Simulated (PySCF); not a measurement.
ICl⁺: script and output

Input:

```python
from pyscf import gto, dft

mol = gto.M(
    atom='I 0 0 0; Cl 0 0 2.28',
    basis='lanl2dz',
    ecp={'I': 'lanl2dz', 'Cl': 'lanl2dz'},
    charge=1,
    spin=1,
    verbose=4,
)
mf = dft.UKS(mol, xc='b3lyp')
mf.kernel()
mf.mulliken_pop()
mf.dip_moment()
print('orbital energies (hartree):', [e[max(0, n-3):n+3].round(4) for e, n in zip(mf.mo_energy, mol.nelec)])
```

```bash
$ python input.py
```

It prints (some set-up lines and the per-cycle HOMO/LUMO lines with their warnings removed):

```
PySCF version 2.14.0

[INPUT] verbose = 4
[INPUT] num. atoms = 2
[INPUT] num. electrons = 13
[INPUT] charge = 1
[INPUT] spin (= nelec alpha-beta = 2S) = 1
[INPUT] symmetry False subgroup None
[INPUT] Mole.unit = angstrom
[INPUT] Symbol           X                Y                Z      unit          X                Y                Z       unit  Magmom
[INPUT]  1 I      0.000000000000   0.000000000000   0.000000000000 AA    0.000000000000   0.000000000000   0.000000000000 Bohr   0.0
[INPUT]  2 Cl     0.000000000000   0.000000000000   2.280000000000 AA    0.000000000000   0.000000000000   4.308575564008 Bohr   0.0

nuclear repulsion = 11.3726681294211
number of shells = 8
number of NR pGTOs = 24
number of NR cGTOs = 16
basis = lanl2dz
ecp = {'I': 'lanl2dz', 'Cl': 'lanl2dz'}

******** <class 'pyscf.dft.uks.UKS'> ********
method = UKS
initial guess = minao
damping factor = 0
level_shift factor = 0
DIIS = <class 'pyscf.scf.diis.CDIIS'>
diis_start_cycle = 1
diis_space = 8
diis_damp = 0
SCF conv_tol = 1e-09
SCF conv_tol_grad = None
SCF max_cycles = 50
direct_scf = True
direct_scf_tol = 1e-13
number electrons alpha = 7  beta = 6
XC library pyscf.dft.libxc version 7.0.0
    S. Lehtola, C. Steigemann, M. J.T. Oliveira, and M. A.L. Marques.,  SoftwareX 7, 1–5 (2018)
XC functionals = b3lyp
    P. J. Stephens, F. J. Devlin, C. F. Chabalowski, and M. J. Frisch.,  J. Phys. Chem. 98, 11623 (1994)
radial grids:
    Treutler-Ahlrichs [JCP 102, 346 (1995); DOI:10.1063/1.469408] (M4) radial grids

becke partition: Becke, JCP 88, 2547 (1988); DOI:10.1063/1.454033
pruning grids: <function nwchem_prune>
grids dens level: 3
symmetrized grids: False
atomic radii adjust function: <function treutler_atomic_radii_adjust>
small_rho_cutoff = 0
Set gradient conv threshold to 3.16228e-05
tot grids = 40840
init E= -21.2456832218555

cycle= 1 E= -25.1888223920596  delta_E= -3.94  |g|= 0.96  |ddm|= 3.65
cycle= 2 E= -25.2122218641756  delta_E= -0.0234  |g|= 0.881  |ddm|= 2.01
cycle= 3 E= -25.7664835625361  delta_E= -0.554  |g|= 0.378  |ddm|= 1.32
cycle= 4 E= -25.8974731182438  delta_E= -0.131  |g|= 0.122  |ddm|= 0.593
cycle= 5 E= -25.9108672124318  delta_E= -0.0134  |g|= 0.0224  |ddm|= 0.119
cycle= 6 E= -25.9112932060003  delta_E= -0.000426  |g|= 0.00509  |ddm|= 0.0228
cycle= 7 E= -25.9113170242024  delta_E= -2.38e-05  |g|= 0.00138  |ddm|= 0.00622
cycle= 8 E= -25.9113192982202  delta_E= -2.27e-06  |g|= 0.000293  |ddm|= 0.0033
cycle= 9 E= -25.9113193989596  delta_E= -1.01e-07  |g|= 2.29e-05  |ddm|= 0.00055
cycle= 10 E= -25.9113194005111  delta_E= -1.55e-09  |g|= 1.96e-06  |ddm|= 9.36e-05
cycle= 11 E= -25.9113194005246  delta_E= -1.35e-11  |g|= 6.22e-07  |ddm|= 9.82e-06
Extra cycle  E= -25.9113194005237  delta_E= 9.45e-13  |g|= 1.21e-06  |ddm|= 1.98e-06
converged SCF energy = -25.9113194005237  <S^2> = 0.75088501  2S+1 = 2.0008848
 ** Mulliken pop       alpha | beta **
pop of  0 I 5s        0.37724 | 0.37510
pop of  0 I 6s        0.62756 | 0.62552
pop of  0 I 5px       0.63401 | 0.62105
pop of  0 I 5py       0.65263 | 0.17656
pop of  0 I 5pz       0.32521 | 0.31501
pop of  0 I 6px       0.36619 | 0.37223
pop of  0 I 6py       0.34768 | 0.13314
pop of  0 I 6pz       0.07505 | 0.07527
pop of  1 Cl 3s        0.60378 | 0.60140
pop of  1 Cl 4s        0.40764 | 0.40869
pop of  1 Cl 3px       0.52542 | 0.51997
pop of  1 Cl 3py       0.53188 | 0.33937
pop of  1 Cl 3pz       0.30647 | 0.31137
pop of  1 Cl 4px       0.47438 | 0.47688
pop of  1 Cl 4py       0.46782 | 0.36081
pop of  1 Cl 4pz       0.27705 | 0.28763
In total             7.00000 | 6.00000
 ** Mulliken atomic charges   ( Nelec_alpha | Nelec_beta ) **
charge of  0I =      0.90057  (     3.40556      2.69388 )
charge of  1Cl =      0.09943  (     3.59444      3.30612 )

WARN: System has nonzero charge 1; the dipole moment is origin-dependent.
Location of origin: [0. 0. 0.]

Dipole moment(X, Y, Z, Debye): -0.00000,  0.00000,  1.84645
orbital energies (hartree): [array([-0.6454, -0.5861, -0.5561, -0.4124,  0.1017,  0.1129]), array([-0.6386, -0.6261, -0.5464, -0.4903, -0.402 ,  0.1054])]
```

In short: E(SCF) = -25.911319 Eh, 11 cycles, ⟨S²⟩ = 0.751.

Wall time 2.7 s on one thread of a shared host.

The bond length is a typed value, not an optimised one. The dipole of an ion depends on the origin. No search for the lowest solution was made.
